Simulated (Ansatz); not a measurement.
The cluster Al2Cu6, relaxed as a singlet with RKS r2SCAN-D4/def2-SVP in Ansatz, starting from the GFN1-xTB geometry. Force threshold 0.03 eV/Å.

Another isomer (singlet) lies 1.21 eV lower at PBE0-D4/def2-TZVP; other spin states weren't run for this one.

Start:

```xyz
8

Al    0.638    2.595    1.338
Al    0.131    2.743   -1.102
Cu   -1.131    0.320   -0.789
Cu   -0.212   -1.798   -1.510
Cu   -0.043    0.018    1.442
Cu    0.850   -2.105    0.700
Cu    1.305   -0.095   -0.629
Cu   -1.539   -1.677    0.550
```

Q: Estimate the energy that the relaxation releases and the steps that it takes.

A: 1.18 eV, in 14 steps; 3.8 min on 4 threads of Arm Neoverse V2 on a shared host. No frequencies were taken in this run, so the end may be a saddle point.

Q: Does the start keep its bonding?

A: Bonds formed: Al1–Cu3, Al1–Cu7 (atoms count from 1). Metal–metal contacts that move far: Al2–Cu7 3.11 to 2.55 Å.

Q: Predict the relaxed structure.

A: 
```xyz
8

Al    0.3289    2.2134    0.9633
Al    0.3634    2.1141   -1.6762
Cu   -1.1065    0.5787   -0.2501
Cu   -0.1644   -1.1969   -1.5202
Cu   -0.0585   -0.1972    1.7535
Cu    0.8280   -2.0382    0.4927
Cu    1.2441    0.2167   -0.2151
Cu   -1.4349   -1.6906    0.4521
```
Bond lengths (bridged metal pairs left out): 12 × Cu–Cu 2.29 to 2.41 Å; 5 × Al–Cu 2.49 to 2.57 Å; 1 × Al–Al 2.64 Å.
